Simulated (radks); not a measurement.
Values are calculated unless marked as measured or tabulated.
Problem. Cs+, 54 electrons, occupied as [Kr] 4d10 5p6 5d2 (not the ground configuration). Code: a radial shooting solver on a logarithmic mesh with Libxc functionals. Model: Dirac Kohn-Sham, revPBE, spin-unpolarised, spherical densities, finite nucleus; open shells fill j = l - 1/2 first; Fermi nuclear charge, rms radius 4.8041 fm.

Spin-orbit splittings of the eigenvalues, e(l+1/2) - e(l-1/2), with zeta = 2 splitting/(2l+1) and mean radii in bohr:

shell  occ.  splitting (eV)  zeta (eV)  <r> j=l-1/2  <r> j=l+1/2
2p        6           352.3      234.8      0.09403      0.09992
3p        6               ?          ?       0.2887       0.3004
3d       10           14.33      5.733       0.2713       0.2750
4p        6           13.78      9.189       0.7198       0.7469
4d       10           2.302     0.9209       0.8263       0.8363
5p        6           1.870      1.247        1.916        1.995
5d        2          0.1517    0.06070        3.058        3.105

Estimate the 3p splitting.

Solution. 67.52 eV (zeta = 45.01 eV).
